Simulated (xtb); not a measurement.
GeH₄O₄, SMILES [Ge]([OH])([OH])([OH])[OH]. All values are semi-empirical tight-binding results from xtb (GFN2-xTB unless named), good for trends rather than for accurate numbers. Geometry: GFN2-xTB. The isomer is the one that the SMILES or the coordinates give; other isomers of the formula were not compared. Other conformers were not sampled.

Optimised geometry:

```xyz
9

O     -1.0385     1.0034    -0.9370
Ge     0.0000     0.0000     0.0003
O      1.0385    -1.0034    -0.9370
O     -1.0022    -1.0395     0.9373
O      1.0022     1.0395     0.9373
H     -1.8072     0.5744    -1.3078
H      1.8072    -0.5744    -1.3078
H     -0.5738    -1.8121     1.3004
H      0.5738     1.8121     1.3004
```

For metal compounds this method's bond lengths and energies can be far off.

Computed properties:
The point group as xtb finds it is S4, the orbital gap is 8.27 eV and the zero-point energy is 31.9 kcal/mol. The G − E(el) at 298.15 K (modified RRHO) is 12.2 kcal/mol.

Computed atomic charges and the Wiberg bond orders between heavy atoms:
charges (e) O1 -0.45, Ge2 0.48, O3 -0.45, O4 -0.45, O5 -0.45, H6 0.33, H7 0.33, H8 0.33, H9 0.33. Bond orders O1–Ge2 1.10, Ge2–O3 1.10, Ge2–O4 1.10, Ge2–O5 1.10.
